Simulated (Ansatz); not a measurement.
Au(Cl)(CO) cation (CAuClO), SMILES [O+]#[C-]->[Au][Cl] (connectivity only; charge and spin as stated), charge +1, multiplicity 2.

The structure is a stationary point at B3LYP-D3(BJ)/def2-SVP. The spin state was assumed, not searched. The isomer is the one that the SMILES or the coordinates give; other isomers of the formula were not compared. The def2 effective core potentials stand for the cores of Au; spin–orbit coupling is left out.

Two levels are set side by side: PBE/def2-SVPD (Ansatz, a program for electronic structure) and PBE0/def2-SVPD (Ansatz). Energy differences of separate SCF runs at the same geometry; the states with an electron removed or added have multiplicity 3 and 1. Differences are taken from unrounded values.

| quantity | PBE0 | PBE | PBE minus PBE0 |
|---|---|---|---|
| vertical ionisation energy (eV) | 17.23 | 17.19 | -0.04 |
| vertical electron affinity (eV) | 10.38 | 10.32 | -0.05 |

On these quantities the two levels nearly agree.
